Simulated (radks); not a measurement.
P, 15 electrons, occupied as [Ne] 3s2 3p2 6f1 (not the ground configuration). All-electron calculation, Dirac Kohn-Sham, PBEsol, spin-unpolarised, spherical densities, point nucleus; open shells fill j = l - 1/2 first. Program: a radial shooting solver on a logarithmic mesh with Libxc functionals.

Normalised radial functions P(r) = r R(r) (large component), r in bohr:

r,2s1/2,3p1/2
0.02132,0.4712,0.0121
0.02983,0.5721,0.0219
0.04174,0.6510,0.0391
0.05841,0.6669,0.0675
0.08174,0.5629,0.1114
0.1144,0.2817,0.1728
0.1601,-0.1936,0.2460
0.224,-0.7820,0.3104
0.3134,-1.2789,0.3256
0.4386,-1.4391,0.2415
0.6137,-1.1741,0.0298
0.8657,-0.6601,-0.2857
1.211,-0.2431,-0.5833
1.695,-0.0515,-0.7270
2.372,-0.0051,-0.6300
3.319,-0.0002,-0.3725
4.645,0.0000,-0.1418
6.5,0.0000,-0.0305
9.096,0.0000,-0.0031
12.73,0.0000,-0.0001
17.81,0.0000,0.0000
24.92,0.0000,0.0000
34.88,0.0000,0.0000
48.8,0.0000,0.0000
68.29,0.0000,0.0000
95.56,0.0000,0.0000
133.7,0.0000,0.0000

2s1/2: eigenvalue -183.32 eV, 1 radial node at r = 0.142 bohr, <r> = 0.520 bohr, 90 % of the charge inside 0.817 bohr. 3p1/2: eigenvalue -13.390 eV, 1 radial node at r = 0.636 bohr, <r> = 2.13 bohr, 90 % of the charge inside 3.29 bohr.

Empty levels of this run are not shown, since the potential may be unsettled where no density lies.
